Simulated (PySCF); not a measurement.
A structure optimised at PBE-D3(BJ)/def2-SVPD, used in a PySCF frequency run:

```xyz
5

O      0.7645     1.0388     0.0000
C     -0.0666    -0.1593     0.0000
O     -1.3034     0.0876     0.0000
O      0.5776    -1.2248     0.0000
H      0.0896     1.7427     0.0000
```
Charge -1, spin multiplicity 1.

Q: Write its SMILES, formula and point group.

A: O=C([O-])O, CHO3, Cs

Q: What are its rotational constants (standard atomic weights)?

A: 12.056, 11.303, 5.8335 GHz
